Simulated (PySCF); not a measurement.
Nuclear quadrupole coupling in `CS[Si@@H]1[SiH2]C(F)=C1C`

C4H9FSSi2.
Numbering: `[CH3:1][S:2][Si@@H:3]1[SiH2:4][C:5]([F:6])=[C:7]1[CH3:8]` (hydrogens: H9, H10, H11 on C1; H12 on Si3; H13, H14 on Si4; H15, H16, H17 on C8)

Geometry (GFN2-xTB, Å), atoms numbered from 1 in this order:
```xyz
17
C4H9FSSi2 angstrom
C      2.4522   -0.5946   -0.1002
S      1.6615   -0.9745   -1.6943
Si    -0.1879    0.1167   -1.4674
Si    -0.2069    2.2144   -0.4162
C     -1.0460    0.9856    0.7725
F     -1.5721    1.2393    1.9963
C     -1.0535   -0.2284    0.2008
C     -1.6082   -1.4878    0.7642
H      2.6388    0.4725   -0.0298
H      3.3903   -1.1387   -0.0747
H      1.8111   -0.9204    0.7125
H     -0.9168   -0.3536   -2.6409
H      0.9807    2.8514    0.1652
H     -1.0984    3.2740   -0.8883
H     -2.4573   -1.8184    0.1654
H     -0.8579   -2.2783    0.7317
H     -1.9366   -1.3471    1.7932
```

Field gradients from the PBE0/pcSseg-1 density (PySCF, non-relativistic), principal values in atomic units, ordered |Vxx| ≤ |Vyy| ≤ |Vzz|:

```tsv
atom	Vxx	Vyy	Vzz
S2	0.1915	2.0439	-2.2354
```

**Question.** Find the asymmetry η = (Vxx − Vyy)/Vzz and the couplings χ = eQV/h (234.96 MHz × Q in barn × V in au), with Q(33S) = −0.0678 b.

**Answer.** 
```
atom                environment  nucleus     η  χzz (MHz)  χxx (MHz)  χyy (MHz)
  S2  sulfur bonded to C and Si      33S  0.83      35.61      -3.05     -32.56
```

The tensor is traceless: Vxx + Vyy + Vzz = 0.

**Question.** What is Vzz at S2 in SI units (1 au = 9.71736 × 10²¹ V/m²)?

**Answer.** -2.2354 au = -21.722 × 10²¹ V/m².

**Question.** And the gradient at the other heavy atoms, for which no coupling is worked out here?

**Answer.** 
```
atom                      environment  Vzz (au)     η
  C1                  S-methyl carbon     0.298  0.05
 Si3                      SiH silicon    -0.443  0.56
 Si4                     SiH2 silicon     0.430  0.13
  C5               vinylic C–F carbon    -0.532  0.51
  F6                   vinyl fluorine     2.831  0.18
  C7  fully substituted alkene carbon     0.334  0.32
  C8                   allylic carbon     0.084  0.48
```

**Question.** What couplings would deuterons (Q(2H) = 0.00286 b) have in place of the hydrogens, at this geometry?

**Answer.** 
```json
{"atom": "H9", "bonded to": "C1", "bond length (Å)": "1.086", "Vzz (au)": "0.3149", "η": "0.03", "χzz (kHz)": "212"}
{"atom": "H10", "bonded to": "C1", "bond length (Å)": "1.085", "Vzz (au)": "0.3179", "η": "0.04", "χzz (kHz)": "214"}
{"atom": "H11", "bonded to": "C1", "bond length (Å)": "1.085", "Vzz (au)": "0.3145", "η": "0.04", "χzz (kHz)": "211"}
{"atom": "H12", "bonded to": "Si3", "bond length (Å)": "1.459", "Vzz (au)": "0.1661", "η": "0.02", "χzz (kHz)": "112"}
{"atom": "H13", "bonded to": "Si4", "bond length (Å)": "1.468", "Vzz (au)": "0.1608", "η": "0.01", "χzz (kHz)": "108"}
{"atom": "H14", "bonded to": "Si4", "bond length (Å)": "1.463", "Vzz (au)": "0.1638", "η": "0.02", "χzz (kHz)": "110"}
{"atom": "H15", "bonded to": "C8", "bond length (Å)": "1.090", "Vzz (au)": "0.3106", "η": "0.02", "χzz (kHz)": "209"}
{"atom": "H16", "bonded to": "C8", "bond length (Å)": "1.090", "Vzz (au)": "0.3091", "η": "0.02", "χzz (kHz)": "208"}
{"atom": "H17", "bonded to": "C8", "bond length (Å)": "1.089", "Vzz (au)": "0.3085", "η": "0.03", "χzz (kHz)": "207"}
```

Geometry: GFN2-xTB, one conformer, isolated molecule. GFN2-xTB bond lengths can be off by several hundredths of an ångström, more for odd bonds, and the gradients follow them. With so small a basis the couplings can be 20 % off.

The run behind these numbers computed NMR shieldings as well. Time: 47 s (grids of density and orbitals included); peak memory 0.88 GiB. Hardware: one thread, Arm Neoverse V2 (aarch64), no GPU (shared host).
